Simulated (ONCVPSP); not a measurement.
platinum (Pt): one change to an ONCV potential, before and after

ONCVPSP 4.0.1 input, shortened (lines: element, Z, core and valence counts, functional; n l f; lmax; l rc ep ncon nbas qcut; lloc lpopt rc5 dvloc0; l nproj debl; icmod fcfact rcfact), LDA (Perdew-Zunger), scalar-relativistic:

```
  Pt 78.00   10    4        3      upf
    1    0    2.00
    2    0    2.00
    2    1    6.00
    3    0    2.00
    3    1    6.00
    3    2   10.00
    4    0    2.00
    4    1    6.00
    4    2   10.00
    4    3   14.00
    5    0    2.00
    5    1    6.00
    5    2    9.00
    6    0    1.00
    2
    0    1.55    0.00    4    7    9.60
    1    1.90    0.00    4    7    8.10
    2    1.55    0.00    4    9   11.80
    2    5    1.55    0.00
    0    2    3.00
    1    3    3.00
    2    0    3.30
    2    0.35    0.95
```

Change: core correction none.

Cutoffs: the cutoffs (Ha) at which the residual kinetic energy of the hardest occupied pseudo-wave falls to 1 and 0.1 mHa per electron; they do not see the model core or the augmentation charge, which bear on the density cutoff. Errors are all-electron minus pseudo energies relative to the spin-unpolarised reference configuration.

**Question.** How do hardness, ghosts and transferability respond?

**Answer.** The potential gets neither clearly harder nor softer (29 Ha and 36 Ha → 29 Ha and 36 Ha); of the 4 tests that both files solve, the error grows in 0 and shrinks in 2 by more than 15 % and 0.3 meV (median size 5.1 → 4.6 meV); neither file shows a bound ghost.

```csv
quantity,base,changed
"cutoff, loose",29 Ha,29 Ha
"cutoff, tight",36 Ha,36 Ha
bound ghosts,none,none
GHOST(+) flags under 300 eV,none,none
"error for 5s2 5p6 5d9 6s0, meV [ΔE 9.54 eV]",-4.2,-3.5
"error for 5s2 5p6 5d8 6s0, meV [ΔE 29.80 eV]",-4.5,-4.4
"error for 5s2 5p6 5d7 6s0, meV [ΔE 62.32 eV]",-5.7,-4.8
"error for 5s2 5p5 5d9 6s1, meV [ΔE 62.44 eV]",-189,-173
s: phases at 1.58 bohr within 0.05 rad from the reference energy up to (Ha; the scan ends near 5),to the end of the scan,to the end of the scan
p: phases at 1.93 bohr within 0.05 rad from the reference energy up to (Ha; the scan ends near 5),to the end of the scan,to the end of the scan
d: phases at 1.58 bohr within 0.05 rad from the reference energy up to (Ha; the scan ends near 5),4.1,4.1
```
